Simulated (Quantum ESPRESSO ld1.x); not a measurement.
Results of a calculation; reference values are marked as such.
Task: Xe II, 53 electrons, occupied as [Kr] 4d9.5 5s2 5p5 4f0.5 (fractional occupations, a model configuration). Code: ld1.x of Quantum ESPRESSO 7.5. Model: scalar-relativistic Kohn-Sham, exchange-only B88, spin-unpolarised, spherical densities, point nucleus. Some entries of the table are withheld. Estimate them.

orbital  occ.  eigenvalue (hartree)  <1/r> (bohr^-1)
1s          2              -1264.05            58.11
2s          2              -197.291            13.33
2p          6              -177.105            12.73
3s          2              -40.8630            4.792
3p          6              -34.3452            4.553
3d         10              -24.6799            4.312
4s          2              -7.87044            1.958
4p          6              -5.79953            1.798
4d        9.5              -2.77679            1.527
5s          2                   (1)           0.7358
5p          5              -0.73141           0.6136
4f        0.5                   (2)              (3)

Result: 
(1) 5s eigenvalue (hartree): -1.19729
(2) 4f eigenvalue (hartree): -0.06629
(3) 4f <1/r> (bohr^-1): 0.1199
